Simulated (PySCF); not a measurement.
**LiBr: one state, many levels of theory**

State: ¹Σ⁺ (singlet), closed shell. Set-up: basis Li pcseg-1, Br pcseg-1; no relativity; PySCF 2.14. De refers to Li + Br in their high-spin ground configurations, without counterpoise correction. A positive dipole means Li(−)Br(+).

```
      Level  Re (Å)  ωe (cm⁻¹)  De (eV)  μ (D)
        RHF   2.209        569     3.33  -7.53
    RHF-MP2   2.209        568     4.15    n/a
RHF-SCS-MP2   2.210        567     4.06    n/a
   RHF-CCSD   2.208        568     4.03    n/a
RHF-CCSD(T)   2.209        568     4.05    n/a
        PBE   2.186        568     4.30  -6.68
     revPBE   2.199        559     4.17  -6.77
     r²SCAN   2.196        565     4.42  -7.14
    r²SCANh   2.194        568     4.41  -7.18
       PBE0   2.183        575     4.29  -6.99
      HSE06   2.184        573     4.31  -6.98
     B2PLYP   2.187        574     4.25  -7.09
```

Q: Which functional lies closest to RHF-CCSD(T) in De, which farthest, and by how much do they differ from it?

A: Closest is revPBE (-1.0 pm in Re, -1.6 % in ωe, +0.12 eV in De against RHF-CCSD(T) in the same basis), farthest r²SCAN (-1.3 pm in Re, -0.5 % in ωe, +0.37 eV in De). CCSD(T) converges more slowly with the basis than the functionals do and binds too weakly in this one, so the order can change at the basis-set limit.

Q: What does the step from GGA to meta-GGA do here, going from PBE to r²SCAN?

A: r²SCAN less PBE: +1.0 pm in Re, -0.5 % in ωe, +0.12 eV in De. 

Q: What does the triples do here, going from RHF-CCSD to RHF-CCSD(T)?

A: RHF-CCSD(T) less RHF-CCSD: +0.1 pm in Re, +0.0 % in ωe, +0.02 eV in De. Correlation nearly always deepens the well. The bond length hardly moves.

Measured (Huber and Herzberg, Constants of Diatomic Molecules (1979)): Re = 2.170427 Å, ωe = 563.16 cm⁻¹.

Correlated steps freeze 9 core orbitals. Correlated levels converge slowly with the basis: in double zeta they bind strong bonds too weakly, by up to about 1 eV, and carry superposition errors of some tenths. Where the molecule has an RHF reference, its open-shell atoms are computed with UHF. B2PLYP dipoles, levels and charges come from its SCF part alone.
